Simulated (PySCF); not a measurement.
Al(F)(Br)(Et) (C2H5AlBrF), SMILES [F][Al]([Br])[CH2]C.

The structure is a stationary point at B3LYP-D3(BJ)/def2-SVP. The structure was generated by enumeration; whether it is a known compound was not checked. The values are those of a single conformer.

Two levels are set side by side: TDDFT-PBE/def2-SVPD (PySCF) and TDDFT-ωB97X/def2-SVPD (PySCF). Vertical, same geometry. The lowest singlet is HOMO→LUMO+1 96 % with PBE and HOMO→LUMO+1 94 % with the other functional; states are paired by order. Differences are taken from unrounded values.

```csv
quantity,TDDFT-PBE
lowest singlet excitation (eV),5.63
lowest triplet excitation (TDA) (eV),5.23
first bright state (f over 0.05) (eV),5.73
its oscillator strength,0.08
```

### Question
These are the TDDFT-PBE values. What does TDDFT-ωB97X give? (Estimate from the structure and the level; the computed values follow.)

### Answer

```tsv
quantity	TDDFT-ωB97X	TDDFT-PBE minus TDDFT-ωB97X
lowest singlet excitation (eV)	6.64	-1.01
lowest triplet excitation (TDA) (eV)	6.29	-1.06
first bright state (f over 0.05) (eV)	6.99	-1.26
its oscillator strength	0.16	-0.08
```

Functionals without exact exchange tend to place singlet excitations lower, as here. Differences between two approximate levels are no errors against the true value.

Rough cost on one machine, each run with all the roots and properties that it gave: TDDFT-ωB97X against TDDFT-PBE about 9 times.
